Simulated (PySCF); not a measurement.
C₂H₇NSi₂, SMILES N#CC[SiH2][SiH3].

The structure is a stationary point at PBE-D3(BJ)/def2-SVP. The structure was generated by enumeration, and PubChem lists no compound with its InChIKey, so it may never have been made. One conformer was computed; it need not be the lowest.

These are PBE-D3(BJ)/def2-SVP (PySCF 2.14.0) values and carry that method's errors.

Frequencies are harmonic and unscaled.

Computed vibrational spectrum:
```json
[
 {"mode": "1", "ν (cm⁻¹)": "46", "IR (km/mol)": "3.9", "moving atoms (share of kinetic energy)": "N 34 %, Si 31 %, H 25 %, C 10 %"},
 {"mode": "2", "ν (cm⁻¹)": "85", "IR (km/mol)": "0.9", "moving atoms (share of kinetic energy)": "H 80 %, N 11 %"},
 {"mode": "3", "ν (cm⁻¹)": "108", "IR (km/mol)": "1.3", "moving atoms (share of kinetic energy)": "H 33 %, C 26 %, Si 24 %, N 17 %"},
 {"mode": "4", "ν (cm⁻¹)": "168", "IR (km/mol)": "5.7", "moving atoms (share of kinetic energy)": "Si 32 %, C 26 %, H 21 %, N 21 %"},
 {"mode": "5", "ν (cm⁻¹)": "339", "IR (km/mol)": "9.9", "moving atoms (share of kinetic energy)": "H 84 %, C 8 %"},
 {"mode": "6", "ν (cm⁻¹)": "370", "IR (km/mol)": "2.0", "moving atoms (share of kinetic energy)": "C 46 %, H 38 %, N 15 %"},
 {"mode": "7", "ν (cm⁻¹)": "407", "IR (km/mol)": "3.1", "moving atoms (share of kinetic energy)": "Si 69 %, H 20 %, C 9 %"},
 {"mode": "8", "ν (cm⁻¹)": "450", "IR (km/mol)": "7.6", "moving atoms (share of kinetic energy)": "C 47 %, H 23 %, Si 22 %, N 8 %"},
 {"mode": "9", "ν (cm⁻¹)": "477", "IR (km/mol)": "8.0", "moving atoms (share of kinetic energy)": "H 76 %, Si 13 %, C 9 %"},
 {"mode": "10", "ν (cm⁻¹)": "540", "IR (km/mol)": "1.2", "moving atoms (share of kinetic energy)": "H 56 %, Si 28 %, C 13 %"},
 {"mode": "11", "ν (cm⁻¹)": "632", "IR (km/mol)": "0.8", "moving atoms (share of kinetic energy)": "H 60 %, C 25 %, Si 13 %"},
 {"mode": "12", "ν (cm⁻¹)": "650", "IR (km/mol)": "5.8", "moving atoms (share of kinetic energy)": "H 76 %, C 19 %"},
 {"mode": "13", "ν (cm⁻¹)": "744", "IR (km/mol)": "117.1", "moving atoms (share of kinetic energy)": "H 61 %, C 23 %, Si 15 %"},
 {"mode": "14", "ν (cm⁻¹)": "792", "IR (km/mol)": "235.3", "moving atoms (share of kinetic energy)": "H 76 %, C 17 %"},
 {"mode": "15", "ν (cm⁻¹)": "844", "IR (km/mol)": "30.3", "moving atoms (share of kinetic energy)": "H 82 %, Si 11 %"},
 {"mode": "16", "ν (cm⁻¹)": "888", "IR (km/mol)": "17.0", "moving atoms (share of kinetic energy)": "H 96 %"},
 {"mode": "17", "ν (cm⁻¹)": "899", "IR (km/mol)": "28.6", "moving atoms (share of kinetic energy)": "H 98 %"},
 {"mode": "18", "ν (cm⁻¹)": "905", "IR (km/mol)": "70.3", "moving atoms (share of kinetic energy)": "H 97 %"},
 {"mode": "19", "ν (cm⁻¹)": "958", "IR (km/mol)": "0.7", "moving atoms (share of kinetic energy)": "C 46 %, H 32 %, N 23 %"},
 {"mode": "20", "ν (cm⁻¹)": "1110", "IR (km/mol)": "5.2", "moving atoms (share of kinetic energy)": "H 86 %, C 13 %"},
 {"mode": "21", "ν (cm⁻¹)": "1124", "IR (km/mol)": "10.9", "moving atoms (share of kinetic energy)": "H 58 %, C 40 %"},
 {"mode": "22", "ν (cm⁻¹)": "1356", "IR (km/mol)": "11.8", "moving atoms (share of kinetic energy)": "H 89 %, C 10 %"},
 {"mode": "23", "ν (cm⁻¹)": "2152", "IR (km/mol)": "73.3", "moving atoms (share of kinetic energy)": "H 98 %"},
 {"mode": "24", "ν (cm⁻¹)": "2157", "IR (km/mol)": "37.5", "moving atoms (share of kinetic energy)": "H 98 %"},
 {"mode": "25", "ν (cm⁻¹)": "2167", "IR (km/mol)": "30.4", "moving atoms (share of kinetic energy)": "H 96 %"},
 {"mode": "26", "ν (cm⁻¹)": "2173", "IR (km/mol)": "103.8", "moving atoms (share of kinetic energy)": "H 96 %"},
 {"mode": "27", "ν (cm⁻¹)": "2184", "IR (km/mol)": "76.8", "moving atoms (share of kinetic energy)": "H 96 %"},
 {"mode": "28", "ν (cm⁻¹)": "2285", "IR (km/mol)": "23.0", "moving atoms (share of kinetic energy)": "C 62 %, N 37 %"},
 {"mode": "29", "ν (cm⁻¹)": "2988", "IR (km/mol)": "0.8", "moving atoms (share of kinetic energy)": "H 95 %"},
 {"mode": "30", "ν (cm⁻¹)": "3047", "IR (km/mol)": "1.2", "moving atoms (share of kinetic energy)": "H 90 %, C 10 %"}
]
```
